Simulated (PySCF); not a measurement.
Excitation energy of Ca⁺ by level of theory

Ca⁺ [Ar] 4s1 (2S) → Ca⁺ [Ar] 3d1 (2D), as a difference of total energies. Computed with PySCF 2.14 in dyall-av3z, with scalar relativity by spin-free X2C-1e. The calculations carry no spin-orbit coupling.

```tsv
method	excitation energy (eV)	error (eV)
UHF	2.885	+1.188
LDA	2.354	+0.657
PBE	2.213	+0.516
PBE0	2.291	+0.594
r2SCAN	2.152	+0.455
MN15	2.284	+0.587
TPSS	2.060	+0.363
r2SCAN0	2.265	+0.568
```

Reference: 1.697 eV (measured; NIST levels, between the centres of gravity of the two terms).
